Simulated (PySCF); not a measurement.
O2Se, charge +1, multiplicity 2. Atoms are numbered in the order given.

```xyz
3

O      0.0000    -1.4106    -0.5266
Se     0.0000     0.0000     0.2478
O      0.0000     1.4106    -0.5266
```
Charge +1, spin multiplicity 2.

The structure is a stationary point at B3LYP-D3(BJ)/def2-TZVP. A frequency run showed that this geometry is not a minimum. The spin state was assumed, not searched.

Level of theory: B3LYP/def2-TZVPD run with PySCF.

Mulliken values depend strongly on the basis, most of all with diffuse functions as here. ESP charges are fitted to the potential on shells at 1.4 to 2.0 van der Waals radii. Atomic charges (e):

```json
[
 {"atom": "O1", "meta-Löwdin": "-0.36", "ESP fit": "-0.06", "Mulliken spin": "0.46"},
 {"atom": "Se2", "meta-Löwdin": "1.71", "ESP fit": "1.13", "Mulliken spin": "0.09"},
 {"atom": "O3", "meta-Löwdin": "-0.36", "ESP fit": "-0.06", "Mulliken spin": "0.46"}
]
```
